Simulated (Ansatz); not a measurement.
Abridged output of a molecular run in Ansatz:

```
Functional definition: HF
839 factors; integrals over basis functions are off by at most 1.6e-3 eV
mean field evaluation 1: about -11671.8886 eV, gradient 3.0e1 eV
mean field evaluation 2: about -11671.9559 eV, gradient 3.0e1 eV
mean field evaluation 4: about -11674.5038 eV, gradient 3.9e0 eV
mean field evaluation 8: about -11674.5602 eV, gradient 2.1e-1 eV
mean field -11674.56044984 eV, -429.0321832305 hartree, gradient 1.4e-6 eV, S^2 0.000000; 0 other end points of the search recorded, 0 dependent functions left out
8 core orbitals not correlated: weight in the atoms' cores, before any rotation towards them, 1.000 or more for the frozen orbitals, at most 0.000 for the correlated occupied ones
reference -11674.56044984 eV, -429.0321832305 hartree; 11, 11 occupied and 66, 66 virtual orbitals, 839 factors
second order -13.66266202 eV of doubles, -0.00000000 eV of singles
cycle   1  -14.26835130 eV  change   -6.1e-1 eV  update   1.1e-1
cycle   2  -14.73701499 eV  change   -4.7e-1 eV  update   3.4e-2
cycle   3  -14.87431061 eV  change   -1.4e-1 eV  update   2.1e-2
cycle   4  -14.86497866 eV  change    9.3e-3 eV  update   6.0e-3
cycle   5  -14.86482066 eV  change    1.6e-4 eV  update   2.7e-3
cycle   6  -14.86524082 eV  change   -4.2e-4 eV  update   8.9e-4
cycle   7  -14.86482320 eV  change    4.2e-4 eV  update   3.4e-4
cycle   8  -14.86485562 eV  change   -3.2e-5 eV  update   1.1e-4
cycle   9  -14.86491596 eV  change   -6.0e-5 eV  update   3.1e-5
cycle  10  -14.86490916 eV  change    6.8e-6 eV  update   1.2e-5
perturbative correction -0.46783615 eV, -0.0171926613 hartree
Total energy: -11689.89319515 eV, -429.5956512276 hartree
```

Its atoms:

```xyz
9

Si   -0.873    0.287    1.362
B     0.011   -0.077   -0.392
C     1.143   -0.296   -1.382
O    -0.319   -0.320   -1.659
H    -0.461   -0.761    2.334
H    -0.409    1.606    1.869
H    -2.355    0.298    1.254
H     1.613   -1.266   -1.516
H     1.651    0.530   -1.870
```

Which basis set was used?
A. cc-pV(Q+d)Z
B. def2-QZVPP
C. def2-TZVPPD
D. def2-SVP

D. It gives 85 functions.

Write the keys of the input that set method, charge and spin (a neutral closed shell needs none for the last two).


```yaml
correlation: {method: ccsd_t}
```
